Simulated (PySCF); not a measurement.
**Solvent effects on NMR parameters**

Bonds (- single, = double, # triple, : aromatic): C1=C2, C2-S3, S3=O4, S3=O5, S3-O6, O6-C7, C7-C8, C8-C9, C9-C7. C1 carries H10, H11; C2 carries H12; C7 carries H13; C8 carries H14, H15; C9 carries H16, H17. H14, H17 are cis to O6 on the ring; H11 is cis to S3; H15, H16 are trans to O6 on the ring; H10 is trans to S3.

GIAO PBE0/pcSseg-1 in PySCF 2.14.0 with density-fitted response routines on one PBE0-D3(BJ)/def2-SVP conformer, non-relativistic, equivalent nuclei averaged. Solvents enter as an IEF-PCM continuum (cyclohexane with ε = 2.0, tetrahydrofuran with ε = 7.4) around the gas-phase geometry. Shifts are referred to TMS, CS2 computed in the same medium.

In cyclohexane, δ in ppm: C2 144.6, C1 140.3, C7 50.5, C8/C9 6.6, S3 320.5, H11 6.76, H10 6.49, H12 6.42, H13 3.84, H14/H17 0.72, H15/H16 0.64. Dipole moment 5.40 D.

(1) How does each δ change in the more polar medium?

(2) Which nuclei move most (in ppm), and what does the model miss?

Results:

(1) 
| atoms | environment | Δδ, tetrahydrofuran |
| --- | --- | --- |
| C2 | alkene CH | -0.4 |
| C1 | terminal =CH2 carbon | +2.7 |
| C7 | three-membered-ring carbon | +0.7 |
| C8/C9 | three-membered-ring carbon | +0.2 |
| S3 | sulfonyl sulfur | +2.7 |
| H11 | hydrogen on a terminal =CH2 carbon | +0.07 |
| H10 | hydrogen on a terminal =CH2 carbon | +0.24 |
| H12 | hydrogen on an alkene CH | +0.11 |
| H13 | hydrogen on a three-membered-ring carbon | +0.03 |
| H14/H17 | hydrogen on a three-membered-ring carbon | +0.07 |
| H15/H16 | hydrogen on a three-membered-ring carbon | +0.09 |

Changes are relative to cyclohexane. The dipole moment becomes 5.97 D in tetrahydrofuran.

(2) C1 (terminal =CH2 carbon, +2.7 ppm) and S3 (sulfonyl sulfur, +2.7 ppm) in tetrahydrofuran. A continuum only polarises the solute; specific hydrogen bonds, the anisotropy of aromatic solvents and changes of geometry or conformer are outside it.
